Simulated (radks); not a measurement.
Task: Isoelectronic series with 59 electrons, all held in the configuration [Xe] 4f3 6s2, which need not be the ground one along the series. Method: Dirac Kohn-Sham, PBEsol, spin-unpolarised, spherical densities, finite nucleus; open shells fill j = l - 1/2 first; Fermi nuclear charge, rms radius of each element as measured or else 0.836 A^(1/3) + 0.57 fm; computed with a radial shooting solver on a logarithmic mesh with Libxc functionals. Total energies (hartree) and mean radii <r> (bohr) (* marks an orbital that is empty in some or all of the ions):

ion,E (hartree),4f7/2*,4f5/2,6s1/2,5p3/2
Pr,-9238.7225,1.232,1.201,4.481,1.798
Sm3+,-10427.3236,0.8101,0.8037,2.939,1.507
Er9+,-13061.1428,0.5827,0.5785,1.965,1.151
Lu12+,-14510.0033,0.5201,0.5162,1.713,1.036
W15+,-16050.0191,0.4719,0.4682,1.524,0.9429
Ir18+,-17683.8457,0.4331,0.4294,1.376,0.8666
Hg21+,-19414.5873,0.4009,0.3973,1.255,0.8023
Bi24+,-21245.7886,0.3737,0.3700,1.155,0.7473

Estimate the row of Tb6+.

Result: E (hartree) -11700.9653; 4f7/2* 0.6698; 4f5/2 0.6650; 6s1/2 2.329; 5p3/2 1.302.
